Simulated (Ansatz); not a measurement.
Input file for C₃H₇BO (`CBC(C)=O`):

```yaml
crystal:
  periodic: [false, false, false]
  atoms:
    - {symbol: C, position_ang: [-1.207882, 1.346495, -0.574390]}
    - {symbol: B, position_ang: [-0.755380, -0.141516, -0.601427]}
    - {symbol: C, position_ang: [0.144659, -0.754620, 0.518851]}
    - {symbol: C, position_ang: [1.622924, -0.894212, 0.643706]}
    - {symbol: O, position_ang: [-0.636914, -1.148530, 1.373130]}
    - {symbol: H, position_ang: [-0.677306, 1.843859, -1.400767]}
    - {symbol: H, position_ang: [-2.270674, 1.466678, -0.798307]}
    - {symbol: H, position_ang: [-0.965277, 1.885834, 0.342516]}
    - {symbol: H, position_ang: [-1.164278, -0.900480, -1.434189]}
    - {symbol: H, position_ang: [2.006715, -1.469656, -0.204597]}
    - {symbol: H, position_ang: [1.890866, -1.383610, 1.580967]}
    - {symbol: H, position_ang: [2.089546, 0.094459, 0.588508]}
basis:
  gaussian: {orbitals: def2-TZVPP}
correlation: {method: ccsd_t}
```

```sh
$ ansatz run in.yaml --threads 4 --pin off --events-out ev --progress --plain --max-ram 10444MiB
```

The program prints (abridged):

```
Functional definition: HF
1497 factors; integrals over basis functions are off by at most 1.0e-3 eV
mean field evaluation 1: about -5908.2641 eV, gradient 4.2e1 eV
mean field evaluation 2: about -5908.4684 eV, gradient 4.2e1 eV
mean field evaluation 4: about -5912.8168 eV, gradient 6.6e0 eV
mean field evaluation 8: about -5912.9475 eV, gradient 4.5e-1 eV
mean field evaluation 16: about -5912.9493 eV, gradient 2.8e-6 eV
mean field -5912.94928253 eV, -217.2968781919 hartree, gradient 2.8e-6 eV, S^2 0.000000; 0 other end points of the search recorded, 0 dependent functions left out
5 core orbitals not correlated: weight in the atoms' cores, before any rotation towards them, 1.000 or more for the frozen orbitals, at most 0.000 for the correlated occupied ones
reference -5912.94928253 eV, -217.2968781919 hartree; 14, 14 occupied and 234, 234 virtual orbitals, 1497 factors
second order -22.70256875 eV of doubles, -0.00000000 eV of singles
cycle   1  -23.06152435 eV  change   -3.6e-1 eV  update   1.2e-1
cycle   2  -23.64823288 eV  change   -5.9e-1 eV  update   4.2e-2
cycle   3  -23.82997050 eV  change   -1.8e-1 eV  update   2.6e-2
cycle   4  -23.82494451 eV  change    5.0e-3 eV  update   8.4e-3
cycle   5  -23.81978006 eV  change    5.2e-3 eV  update   5.0e-3
cycle   6  -23.82181332 eV  change   -2.0e-3 eV  update   2.2e-3
cycle   7  -23.82140762 eV  change    4.1e-4 eV  update   1.0e-3
cycle   8  -23.82140566 eV  change    2.0e-6 eV  update   3.8e-4
cycle   9  -23.82161357 eV  change   -2.1e-4 eV  update   1.5e-4
cycle  10  -23.82159960 eV  change    1.4e-5 eV  update   5.1e-5
cycle  11  -23.82157448 eV  change    2.5e-5 eV  update   1.9e-5
perturbative correction -0.99390333 eV, -0.0365252738 hartree
Total energy: -5937.76476034 eV, -218.2088301809 hartree
```

Hardware: 4 threads of an Arm Neoverse N1 on a shared host. Wall time 3.8 min, peak host memory 5.9 GiB.

MP2 recovers 91.5 % of the CCSD(T) correlation energy and the triples give 4.0 %; T1 = 0.0168.
